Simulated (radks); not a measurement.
Spherical jellium clusters: N electrons in a uniform positive sphere of charge N and radius rs N^(1/3), rs = 4.45 bohr. Calculated with a radial shooting solver with Libxc functionals: non-relativistic Kohn-Sham, PBE, spin-polarised, spherical densities. Levels are named by radial order and angular momentum (1s, 1p, 1d, 2s, ...), and open shells are averaged over m.

N = 5, configuration 1s2 1p(up 3, down 0). This is the lowest configuration that the search found. Occupied levels:

level,occupation,eigenvalue (eV),<r> (bohr)
1s up,1,-4.0101,5.442
1s down,1,-3.4052,4.863
1p up,3,-2.8203,6.490

Energy (eV): total -8.61020, kinetic 7.7226, external -104.62, Hartree 51.282, exchange-correlation -16.639, background 53.640.
